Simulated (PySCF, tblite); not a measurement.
C₃H₅FO₃.
SMILES with atom numbers: `[CH3:1][O:2][C@H:3]([F:4])[C:5](=[O:6])[OH:7]` (hydrogens: H8, H9, H10 on C1; H11 on C3; H12 on O7)

Structure used (GFN2-xTB), in Å, numbered top down from 1:
```
atom  x, y, z in Å
C1    -1.7642    0.8811    0.0398
O2    -0.4798    0.5096    0.5179
C3     0.0903   -0.5319   -0.1578
F4    -0.6028   -1.7029    0.0619
C5     1.5348   -0.7003    0.3417
O6     1.9432   -1.6073    0.9988
O7     2.2731    0.3214   -0.0802
H8    -2.4749    0.0594    0.1547
H9    -2.0741    1.7263    0.6487
H10   -1.7125    1.1769   -1.0131
H11    0.0871   -0.3878   -1.2559
H12    3.1808    0.2549    0.2614
```

Method: PBE0/def2-SVPD in PySCF (dipole) on a GFN2-xTB geometry, gas phase.

Take the most abundant isotopes and a rigid rotor. The values belong to one conformer with, in the numbering `[CH3:1][O:2][C@H:3]([F:4])[C:5](=[O:6])[OH:7]`, C1–O2–C3–F4 -67°, O2–C3–C5–O6 110°, C3–C5–O7–H 177°.

Task: What are A, B and C (cm⁻¹)?

Result: Ia = 109.87, Ib = 256.66, Ic = 334.14 u·Å²; 505379 MHz·u·Å²/I gives 4600, 1969 and 1512 MHz, that is A = 0.15343, B = 0.06568, C = 0.05045 cm⁻¹.

Task: What kind of rotor is it?

Result: An asymmetric top. Ray's parameter κ = (2B − A − C)/(A − C) = -0.704; −1 is the prolate and +1 the oblate limit.

Task: Is it planar, by Δ = Ic − Ia − Ib?

Result: Not planar: Δ = Ic − Ia − Ib = -32.40 u·Å². For a rigid frame Δ = −2 Σ m c², so Σ m c² = 16.20 u·Å² lies off the ab plane: 3.68 from hydrogen and 12.52 from heavier atoms. The atom farthest from that plane is 1.45 Å away.

Task: Where do the levels up to J = 2 lie, in MHz?

Result: Above 0(0,0):
J = 1: 1(0,1) 3482, 1(1,1) 6112, 1(1,0) 6569
J = 2: 2(0,2) 10390, 2(1,2) 12619, 2(1,1) 13988, 2(2,1) 21880, 2(2,0) 21934
The levels of one J sum to (2J + 1)J(J + 1)(A + B + C)/3.

Task: Which lines would a microwave search look for?

Result: The dipole components are |μa| = 1.22 D, |μb| = 2.70 D, |μc| = 1.55 D. The squared components, which scale the intensities, stand as 0.20 : 1.00 : 0.33 (a : b : c). Some lines, for components of 0.1 D or more:

| type | branch | J(Ka,Kc) | MHz | lower level (cm⁻¹) |
| --- | --- | --- | --- | --- |
| a | Q | 2(1,1) ← 2(1,2) | 1370 | 0.421 |
| c | Q | 1(1,1) ← 1(0,1) | 2631 | 0.116 |
| a | Q | 3(1,2) ← 3(1,3) | 2735 | 0.745 |
| b | Q | 1(1,0) ← 1(0,1) | 3087 | 0.116 |
| a | R | 1(0,1) ← 0(0,0) | 3482 | 0.000 |
| b | Q | 2(1,1) ← 2(0,2) | 3598 | 0.347 |
| b | Q | 3(1,2) ← 3(0,3) | 4459 | 0.688 |
| b | R | 1(1,1) ← 0(0,0) | 6112 | 0.000 |
| a | R | 2(1,2) ← 1(1,1) | 6506 | 0.204 |
| c | R | 1(1,0) ← 0(0,0) | 6569 | 0.000 |
| c | Q | 3(2,2) ← 3(1,2) | 7243 | 0.837 |
| a | R | 2(1,1) ← 1(1,0) | 7420 | 0.219 |
| c | Q | 2(2,1) ← 2(1,1) | 7892 | 0.467 |
| b | R | 3(0,3) ← 2(1,2) | 8003 | 0.421 |
| b | Q | 2(2,1) ← 2(1,2) | 9261 | 0.421 |
| a | R | 3(0,3) ← 2(0,2) | 10232 | 0.347 |
| a | R | 3(2,2) ← 2(2,1) | 10445 | 0.730 |
| a | R | 3(2,1) ← 2(2,0) | 10657 | 0.732 |
| c | Q | 3(3,1) ← 3(2,1) | 14059 | 1.087 |
| b | Q | 3(3,1) ← 3(2,2) | 14326 | 1.078 |
| b | R | 3(2,2) ← 2(1,1) | 18336 | 0.467 |
| b | R | 3(2,1) ← 2(1,2) | 19973 | 0.421 |
| c | R | 3(3,0) ← 2(2,0) | 24721 | 0.732 |
| b | R | 3(3,0) ← 2(2,1) | 24775 | 0.730 |

Task: Estimate the classical rotational partition function at 10 K, 25 K and 500 K.

Result: Point group C1, symmetry number σ = 1; q = (√π/σ)·√((kT/h)³/(ABC)), k/h = 20836.6 MHz/K: 1440 at 10 K, 5690 at 25 K, 509000 at 500 K.

Its GFN2-xTB frequencies are all real (lowest 29 cm⁻¹). Constants of a rigid frame at the computed geometry: no zero-point averaging, no centrifugal distortion. A rigid rotor knows nothing of internal rotation, which can split or shift real lines.

Time: 48 s wall. Hardware: Arm Neoverse N1, one thread, shared host. This is the PBE0/def2-SVPD job that gave the dipole, with the excitations it also computed.
